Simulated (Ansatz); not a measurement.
Total energies of Si5F3 from Ansatz at PBE0-D4/def2-TZVP, gas phase (1 Eh = 27.2114 eV = 2625.5 kJ/mol). The reference geometry is relaxed at B3LYP-D4/def2-SVP.

Cartesian coordinates in Å:
```
Si -0.325 -1.349 0.900
Si -0.767 0.797 1.881
Si 0.362 -0.425 -1.152
Si 1.124 1.130 0.440
Si -1.557 0.829 -0.440
F 1.649 2.608 -0.009
F 0.901 -1.004 -2.574
F -1.388 -2.585 0.954
```

| state | geometry | energy (Eh) |
| --- | --- | --- |
| charge 0 doublet | reference | -1746.41990 |
| charge 1 singlet | reference | -1746.11211 |
| charge 0 quartet | relaxed at B3LYP-D4/def2-SVP | -1746.35125 |
| free Si atom (triplet) | – | -289.24943 |
| free F atom (doublet) | – | -99.67617 |

Work out the vertical ionisation energy to the singlet.

E(charge 1 singlet) − E(charge 0 doublet) = -1746.11211 − (-1746.41990) = 0.30779 Eh = 8.38 eV. For comparison, −ε of the highest occupied level of the spin that leaves is 6.72 eV at this level, 1.66 eV less.

Which of the charge 0 states is lowest, and how far above it are the others?

The doublet. quartet: -1746.35125 − (-1746.41990) = 0.06865 Eh = 180.2 kJ/mol.

What is the binding energy per atom against free atoms?

Atoms: 5 × (-289.24943) + 3 × (-99.67617) = -1745.27566 Eh. Binding: -1745.27566 − (-1746.41990) = 1.14424 Eh = 31.14 eV, or 3.89 eV for each of 8 atoms (no zero-point energy, no counterpoise term).

The restricted singlet is unstable towards broken spin symmetry in Hartree–Fock (as tested in another run); at PBE0-D4/def2-TZVP this wasn't settled. 

The structure comes from a short search, and lower isomers may exist.
